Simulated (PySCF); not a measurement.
**Ti⁺ (titanium, charge +1): UHF calculation**

Configuration: [Ar] 3d2 4s1, high-spin 4F determinant. Computed with PySCF 2.14 in aug-cc-pVTZ with one added diffuse shell each of s, p, d, f, g type (9s8p6d4f3g, 118 functions), with the non-relativistic Hamiltonian (point nucleus).

```
Total energy                                     : -848.209925 hartree
One-electron energy                              : -1157.1399 hartree
Hartree (Coulomb) energy                         : 349.9094 hartree
Exchange energy                                  : -40.9794 hartree
Kinetic energy                                   : 848.23652 hartree
⟨S²⟩                                             : 3.7526
⟨L²⟩                                             : 12.038
Sum of ⟨r⟩                                       : 17.29 bohr
Sum of ⟨r²⟩                                      : 29.25 bohr²
Density at the nucleus (Gaussians lack the cusp) : 7080 bohr⁻³
Spin density at the nucleus                      : 2.79 bohr⁻³
Langevin diamagnetic susceptibility              : -23.2 ×10⁻⁶ cm³/mol
```

| shell | electrons | mean orbital energy (hartree) | rms radius, mean of both spins (bohr) |
| --- | --- | --- | --- |
| 1s α | 1 | -183.53817 | 0.0812 |
| 1s β | 1 | -183.53521 | 0.0812 |
| 2s α | 1 | -21.70421 | 0.353 |
| 2s β | 1 | -21.66562 | 0.353 |
| 2p α | 3 | -18.07192 | 0.321 |
| 2p β | 3 | -18.03640 | 0.321 |
| 3s α | 1 | -3.20330 | 1.09 |
| 3s β | 1 | -3.06226 | 1.09 |
| 3p α | 3 | -2.13948 | 1.18 |
| 3p β | 3 | -1.97499 | 1.18 |
| 3d α | 2 | -0.71363 | 1.62 |
| 4s α | 1 | -0.47558 | 3.51 |

Spin-orbit constants ζ (cm⁻¹) from the X2C one-electron operator on these orbitals (non-relativistic here): bare nucleus, nucleus screened by l(l+1)(2l+1)/3 electrons, and screened by the Breit-Pauli mean field of the electrons.

| shell | bare | screened nucleus | mean field |
| --- | --- | --- | --- |
| 2p | 32360 | 29420 | n/a |
| 3p | 3477 | 3161 | n/a |
| 3d | 261.9 | 142.9 | n/a |

To first order the Landé constant is A = 47.62 cm⁻¹, so the lowest level has J = 3/2 and lies 0.0354 eV below the centre of the term. This holds in LS coupling only.
